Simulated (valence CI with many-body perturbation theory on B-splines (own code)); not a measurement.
**Ag40+: E2, M1, M2 decay**

Level of theory: configuration interaction combined with many-body perturbation theory (CI+MBPT): five valence electrons over a frozen Dirac-Fock core [He], radial functions for each j: 9 s, 9 p, 8 d, 6 f, 3 g, 1 h, with the one-electron correlation potential Σ1, the two-electron term Σ2, the three-electron term Σ3, Breit, model QED; selected CI, second order for the rest (own B-spline code, finite nucleus).

The last digits are not significant, and no measured levels were compared; by estimate large intervals hold to a few tenths of a per cent, small ones and those within an open d or f shell to about a per cent. Among the levels kept, up to 1700 cm⁻¹ of a level comes from second order outside the variational space, and about a tenth of that is noise between levels of different J, which matters for small intervals.

Lines 1 to 50 of 54 in falling wavelength, among levels below 31579 × 10³ cm⁻¹, chosen from the decays that carry over 1 % of a level's rate. Wavelengths and rates use the calculated energies. Electric multipoles are in the length gauge, E1 and E2 with the static RPA response of the core. S is in atomic units (e²a₀⁴ for E2 and M2, e²a₀⁶ for E3), for M1 in squared Bohr magnetons. Weak lines are less certain than strong ones. Lines between different terms over intervals too small for the method are left out, as are lines whose strength nearly cancels. The highest levels of a list are the least certain.

Levels are named by their leading jj configuration (3d3/2^4 stands for four electrons in 3d with j = 3/2), which in mixed levels can hold well under half, so a name can repeat and another be missing. Letters in brackets count levels of one name in rising energy.

| λ vac (Å) | Upper | Lower | Type | A (s⁻¹) | S (a.u.) |
| --- | --- | --- | --- | --- | --- |
| 73.65 | (2s^2 2p1/2 2p3/2^2) J=3/2 | (2s^2 2p1/2^2 2p3/2) J=3/2 | M1 | 5.07e+07 | 3.00e+00 |
| 73.26 | (2s^2 2p3/2^3) J=3/2 | (2s^2 2p1/2 2p3/2^2) J=1/2 | M1 | 1.23e+07 | 7.20e-01 |
| 66.61 | (2s^2 2p1/2 2p3/2^2) J=5/2 | (2s^2 2p1/2^2 2p3/2) J=3/2 | M1 | 8.89e+06 | 5.84e-01 |
| 63.81 | (2s^2 2p3/2^3) J=3/2 | (2s^2 2p1/2 2p3/2^2) J=5/2 | M1 | 1.80e+07 | 6.92e-01 |
| 58.71 | (2s^2 2p1/2 2p3/2^2) J=1/2 | (2s^2 2p1/2^2 2p3/2) J=3/2 | M1 | 3.90e+07 | 5.85e-01 |
| 58.46 | (2s^2 2p3/2^3) J=3/2 | (2s^2 2p1/2 2p3/2^2) J=3/2 | M1 | 7.63e+07 | 2.26e+00 |
| 3.874 | (2s^2 2p1/2 2p3/2 3d5/2) J=9/2 | (2s 2p1/2 2p3/2^3) J=5/2 | E2 | 3.78e+08 | 2.94e-06 |
| 3.632 | (2s^2 2p1/2 2p3/2 3p1/2) J=3/2 [a] | (2s^2 2p1/2 2p3/2^2) J=1/2 | E2 | 1.52e+10 | 3.43e-05 |
| 3.621 | (2s^2 2p1/2 2p3/2 3p1/2) J=5/2 | (2s^2 2p1/2 2p3/2^2) J=1/2 | E2 | 2.62e+10 | 8.75e-05 |
| 3.611 | (2s^2 2p1/2 2p3/2 3p1/2) J=1/2 | (2s^2 2p1/2 2p3/2^2) J=5/2 | E2 | 3.52e+10 | 3.85e-05 |
| 3.596 | (2s^2 2p1/2^2 3p1/2) J=1/2 | (2s^2 2p1/2^2 2p3/2) J=3/2 | E2 | 1.49e+11 | 1.60e-04 |
| 3.595 | (2s^2 2p3/2^2 3p1/2) J=3/2 | (2s^2 2p3/2^3) J=3/2 | E2 | 3.21e+10 | 6.90e-05 |
| 3.594 | (2s^2 2p1/2 2p3/2 3p1/2) J=5/2 | (2s^2 2p1/2 2p3/2^2) J=5/2 | E2 | 8.66e+10 | 2.78e-04 |
| 3.592 | (2s^2 2p1/2 2p3/2 3p1/2) J=1/2 | (2s^2 2p1/2 2p3/2^2) J=3/2 | E2 | 5.16e+10 | 5.51e-05 |
| 3.592 | (2s^2 2p3/2^2 3p1/2) J=5/2 | (2s^2 2p3/2^3) J=3/2 | E2 | 1.01e+11 | 3.25e-04 |
| 3.587 | (2s^2 2p1/2 2p3/2 3p1/2) J=3/2 [a] | (2s^2 2p1/2 2p3/2^2) J=3/2 | E2 | 9.62e+10 | 2.04e-04 |
| 3.576 | (2s^2 2p1/2 2p3/2 3p1/2) J=5/2 | (2s^2 2p1/2 2p3/2^2) J=3/2 | E2 | 2.13e+10 | 6.66e-05 |
| 3.574 | (2s^2 2p1/2 2p3/2 3p1/2) J=3/2 [b] | (2s^2 2p1/2 2p3/2^2) J=5/2 | E2 | 8.59e+10 | 1.79e-04 |
| 3.571 | (2s^2 2p1/2 2p3/2 3p3/2) J=3/2 [a] | (2s^2 2p1/2 2p3/2^2) J=1/2 | E2 | 6.78e+09 | 1.41e-05 |
| 3.562 | (2s 2p1/2^2 2p3/2 3p3/2) J=7/2 | (2s 2p1/2^2 2p3/2^2) J=5/2 | E2 | 3.88e+10 | 1.59e-04 |
| 3.562 | (2s^2 2p3/2^2 3p1/2) J=1/2 | (2s^2 2p3/2^3) J=3/2 | E2 | 1.08e+11 | 1.10e-04 |
| 3.555 | (2s^2 2p1/2 2p3/2 3p3/2) J=5/2 [a] | (2s^2 2p1/2 2p3/2^2) J=5/2 | E2 | 1.10e+10 | 3.35e-05 |
| 3.552 | (2s^2 2p3/2^2 3p3/2) J=5/2 | (2s^2 2p3/2^3) J=3/2 | E2 | 3.95e+10 | 1.20e-04 |
| 3.552 | (2s^2 2p3/2^2 3p3/2) J=7/2 | (2s^2 2p3/2^3) J=3/2 | E2 | 2.49e+10 | 1.01e-04 |
| 3.551 | (2s^2 2p1/2 2p3/2 3p3/2) J=1/2 [a] | (2s^2 2p1/2 2p3/2^2) J=5/2 | E2 | 1.24e+10 | 1.25e-05 |
| 3.550 | (2s^2 2p1/2 2p3/2 3p3/2) J=5/2 [b] | (2s^2 2p1/2 2p3/2^2) J=1/2 | E2 | 3.28e+10 | 9.93e-05 |
| 3.549 | (2s 2p1/2^2 2p3/2 3p3/2) J=1/2 [b] | (2s 2p1/2^2 2p3/2^2) J=3/2 | E2 | 7.49e+10 | 7.54e-05 |
| 3.545 | (2s^2 2p1/2 2p3/2 3p3/2) J=3/2 [a] | (2s^2 2p1/2 2p3/2^2) J=5/2 | E2 | 2.54e+10 | 5.07e-05 |
| 3.539 | (2s^2 2p1/2 2p3/2 3p3/2) J=7/2 | (2s^2 2p1/2 2p3/2^2) J=5/2 | E2 | 4.89e+10 | 1.94e-04 |
| 3.537 | (2s^2 2p1/2 2p3/2 3p3/2) J=5/2 [a] | (2s^2 2p1/2 2p3/2^2) J=3/2 | E2 | 4.14e+10 | 1.23e-04 |
| 3.534 | (2s^2 2p1/2^2 3p3/2) J=3/2 | (2s^2 2p1/2^2 2p3/2) J=3/2 | E2 | 7.65e+10 | 1.50e-04 |
| 3.533 | (2s^2 2p1/2 2p3/2 3p3/2) J=1/2 [a] | (2s^2 2p1/2 2p3/2^2) J=3/2 | E2 | 5.18e+10 | 5.09e-05 |
| 3.527 | (2s^2 2p1/2 2p3/2 3p3/2) J=3/2 [a] | (2s^2 2p1/2 2p3/2^2) J=3/2 | E2 | 2.06e+10 | 4.02e-05 |
| 3.521 | (2s^2 2p1/2 2p3/2 3p3/2) J=7/2 | (2s^2 2p1/2 2p3/2^2) J=3/2 | E2 | 5.65e+09 | 2.18e-05 |
| 3.513 | (2s^2 2p1/2 2p3/2 3p3/2) J=1/2 [b] | (2s^2 2p1/2 2p3/2^2) J=5/2 | E2 | 1.12e+11 | 1.07e-04 |
| 3.496 | (2s^2 2p1/2 2p3/2 3p3/2) J=1/2 [b] | (2s^2 2p1/2 2p3/2^2) J=3/2 | E2 | 5.41e+10 | 5.04e-05 |
| 3.490 | (2s 2p1/2^2 2p3/2 3d5/2) J=9/2 | (2s 2p1/2^2 2p3/2^2) J=5/2 | M2 | 1.70e+09 | 7.85e-06 |
| 3.465 | (2s^2 2p1/2 2p3/2 3d5/2) J=9/2 | (2s^2 2p1/2 2p3/2^2) J=5/2 | M2 | 1.62e+09 | 7.23e-06 |
| 3.375 | (2s^2 2p1/2 2p3/2 3p3/2) J=5/2 [a] | (2s^2 2p1/2^2 2p3/2) J=3/2 | E2 | 1.84e+10 | 4.32e-05 |
| 3.373 | (2s^2 2p3/2^2 3p1/2) J=1/2 | (2s^2 2p1/2 2p3/2^2) J=5/2 | E2 | 8.78e+09 | 6.84e-06 |
| 3.371 | (2s^2 2p1/2 2p3/2 3p3/2) J=1/2 [a] | (2s^2 2p1/2^2 2p3/2) J=3/2 | E2 | 2.67e+10 | 2.08e-05 |
| 3.366 | (2s^2 2p1/2 2p3/2 3p3/2) J=3/2 [a] | (2s^2 2p1/2^2 2p3/2) J=3/2 | E2 | 6.14e+10 | 9.48e-05 |
| 3.365 | (2s^2 2p3/2^2 3p3/2) J=5/2 | (2s^2 2p1/2 2p3/2^2) J=5/2 | E2 | 4.80e+10 | 1.11e-04 |
| 3.364 | (2s^2 2p3/2^2 3p3/2) J=7/2 | (2s^2 2p1/2 2p3/2^2) J=5/2 | E2 | 3.63e+10 | 1.12e-04 |
| 3.361 | (2s^2 2p1/2 2p3/2 3p3/2) J=7/2 | (2s^2 2p1/2^2 2p3/2) J=3/2 | E2 | 7.21e+10 | 2.21e-04 |
| 3.360 | (2s^2 2p3/2^2 3p3/2) J=1/2 | (2s^2 2p1/2 2p3/2^2) J=5/2 | E2 | 5.13e+10 | 3.93e-05 |
| 3.348 | (2s^2 2p3/2^2 3p3/2) J=3/2 [b] | (2s^2 2p1/2 2p3/2^2) J=1/2 | E2 | 6.62e+10 | 9.96e-05 |
| 3.348 | (2s^2 2p3/2^2 3p3/2) J=5/2 | (2s^2 2p1/2 2p3/2^2) J=3/2 | E2 | 2.65e+10 | 5.97e-05 |
| 3.348 | (2s^2 2p3/2^2 3p3/2) J=7/2 | (2s^2 2p1/2 2p3/2^2) J=3/2 | E2 | 5.25e+10 | 1.58e-04 |
| 3.348 | (2s^2 2p1/2 2p3/2 3p3/2) J=5/2 [b] | (2s^2 2p1/2^2 2p3/2) J=3/2 | E2 | 5.18e+10 | 1.17e-04 |
